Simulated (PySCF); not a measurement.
In(F)(Br)(vinyl) (C2H3BrFIn), SMILES C=[CH][In]([F])[Br].

The structure is a stationary point at B3LYP-D3(BJ)/def2-SVP. The structure was generated by enumeration; whether it is a known compound was not checked. The def2 effective core potentials stand for the cores of In; spin–orbit coupling is left out. Other conformers were not sampled.

Level of theory: PBE/def2-TZVP (PySCF).

Symmetry labels are those of the subgroup Cs that the program uses (full group Cs).

Computed valence orbital energies around the gap with their symmetry:
| orbital | symmetry | energy (eV) |
|---|---|---|
| HOMO−7 | A' | -10.21 |
| HOMO−6 | A' | -8.70 |
| HOMO−5 | A" | -8.46 |
| HOMO−4 | A' | -8.45 |
| HOMO−3 | A" | -7.77 |
| HOMO−2 | A' | -7.53 |
| HOMO−1 | A" | -7.20 |
| HOMO | A' | -7.05 |
| LUMO | A' | -2.81 |
| LUMO+1 | A" | -2.76 |
| LUMO+2 | A" | -1.12 |
| LUMO+3 | A' | -0.30 |
